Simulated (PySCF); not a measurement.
Bonding in `[SiH3]c1nncs1`

Species: C₂H₄N₂SSi.
Numbering: `[SiH3:1][c:2]1[n:3][n:4][cH:5][s:6]1` (hydrogens: H7, H8, H9 on Si1; H10 on C5)

Geometry (GFN2-xTB, Å), atoms numbered from 1 in this order:
```
atom  x, y, z in Å
Si1   -1.672   -0.535    1.096
C2    -0.075   -0.054    0.222
N3     0.219   -0.375   -0.987
N4     1.394    0.064   -1.411
C5     2.032    0.739   -0.528
S6     1.194    0.897    0.982
H7    -2.331    0.709    1.496
H8    -2.456   -1.311    0.145
H9    -1.293   -1.303    2.283
H10    2.998    1.173   -0.691
```

Bond orders from the PBE0/pcSseg-1 density (PySCF). Isolated species at its GFN2-xTB geometry, gas phase.

(1) How far do the computed orders between heavy atoms stray from the drawn ones?

(2) Give the Mayer order of every bond, beside its length.

## Answers

(1) The largest departure is 0.404, at S6–C2 (drawn aromatic, 1.096), counting aromatic bonds as 1.5. Drawn single, order below 0.88: Si1–C2 (0.806). The bonds drawn aromatic range from 1.10 to 1.66.

(2) 
```
  bond  drawn as  length (Å)  Mayer order
Si1–C2    single       1.883        0.806
 C2–N3  aromatic       1.285        1.632
 N3–N4  aromatic       1.324        1.210
 N4–C5  aromatic       1.282        1.664
 C5–S6  aromatic       1.735        1.149
 S6–C2  aromatic       1.759        1.096
Si1–H7    single       1.464        0.942
Si1–H8    single       1.456        0.955
Si1–H9    single       1.464        0.942
C5–H10    single       1.071        0.947
```

By pair of heavy elements: C–N: lowest C2–N3 (1.632, 1.285 Å), highest N4–C5 (1.664, 1.282 Å). C–S: lowest S6–C2 (1.096, 1.759 Å), highest C5–S6 (1.149, 1.735 Å).

**Question.** Sum the orders of all bonds at each heavy atom with more than one neighbour and set the sums beside the valence in the SMILES.

**Answer.** Si1 3.645 (drawn 4), C2 3.534 (drawn 4), N3 2.842 (drawn 3), N4 2.874 (drawn 3), C5 3.760 (drawn 4), S6 2.245 (drawn 2). Orders between atoms that aren't bonded are not in these sums.

The Mayer order sums products of elements of PS (density times overlap matrix) between the two atoms' basis functions, so it depends on the basis set.
